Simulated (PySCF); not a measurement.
Ionisation energy of Ga¹⁹⁺ by level of theory

Ga¹⁹⁺ [Ne] 3s2 (1S) → Ga²⁰⁺ [Ne] 3s1 (2S), as a difference of total energies. Computed with PySCF 2.14 in an even-tempered Gaussian basis (18 s from 1.9 bohr⁻², ratio 2.5; 11 p from 2.4 bohr⁻², ratio 2.5; 5 d from 9.5 bohr⁻², ratio 2.7; 4 f from 14 bohr⁻², ratio 2.7), with the spin-free X2C one-electron Hamiltonian (Gaussian nucleus). Correlated levels: outer shells: 1s2 frozen; virtual orbitals above 40 to 60 times the deepest correlated orbital energy dropped. The calculations carry no spin-orbit coupling.

```tsv
method	ionisation energy (eV)
UHF	761.42
LDA	764.55
PBE	765.10
PBE0	764.46
r2SCAN	762.07
BLYP	765.00
B3LYP	764.79
MP2 (outer shells)	764.01
SCS-MP2 (outer shells)	764.30
```

Problem. How much does correlation contribute at MP2 (outer shells)?

Solution. 764.01 − (761.42) = 2.59 eV, measured against UHF.

Breit and QED terms and the two-electron picture change are absent.

For comparison: 765.7 ± 0.9 eV (semi-empirical (NIST evaluation); NIST Atomic Spectra Database, ionization energies).
